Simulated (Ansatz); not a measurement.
Ideal-gas functions of Cl₂H₂S₂Zr (`[SH][Zr]([SH])([Cl])[Cl]`) at 800 K and 1 bar, from an Ansatz frequency run at PBE0-D4/def2-TZVP.

Molar mass 228.28 g/mol, point group C1 (symmetry number 1), electronic degeneracy 1, moments of inertia 504.99, 509.969, 530.342 u Å². Harmonic wavenumbers (cm⁻¹, unscaled): 67, 89, 96, 101, 103, 146, 204, 356, 386, 398, 421, 500, 514, 2666, 2668.

Use S(trans) = R[1.5 ln M + 2.5 ln T − 1.1517]; rotational temperatures θ = 24.2544 K / I; S(rot) = R[ln(√π/σ · √(T³/θAθBθC)) + 1.5]; for each mode x = 1.438777 ν̃/T, S = R[x/(eˣ − 1) − ln(1 − e⁻ˣ)] and H = RT x/(eˣ − 1); 1 cm⁻¹ = 0.0119627 kJ/mol; R = 8.31446 J/(mol·K).

**Question.** By hand: the entropy, in J/(mol·K).

**Answer.** Translation 197.1. Rotation: θ = 0.048, 0.0476, 0.0457 K, giving 138.7. Vibration, mode by mode: 25.91, 23.56, 22.93, 22.51, 22.35, 19.46, 16.70, 12.16, 11.51, 11.27, 10.82, 9.47, 9.26, 0.40, 0.40, in all 218.7. Electronic 0.0. Sum 554.5 J/(mol·K).

**Question.** By hand: H − E and G − E in kJ/mol, counted from the electronic energy.

**Answer.** Zero-point energy ½ × 8715 × 0.0119627 = 52.1; thermal vibration 69.0; translation, rotation and pV give 4 RT = 26.6. H − E = 147.7 kJ/mol, and G − E = 147.7 − 800 × 554.5/1000 = -295.9 kJ/mol.

Vibration gives 39 % of the entropy, 136.7 J/(mol·K) of it from the modes under 150 cm⁻¹: soft modes count most, and the harmonic formula is weakest for them. The sum counts one conformer and one mirror image; others add a mixing term.
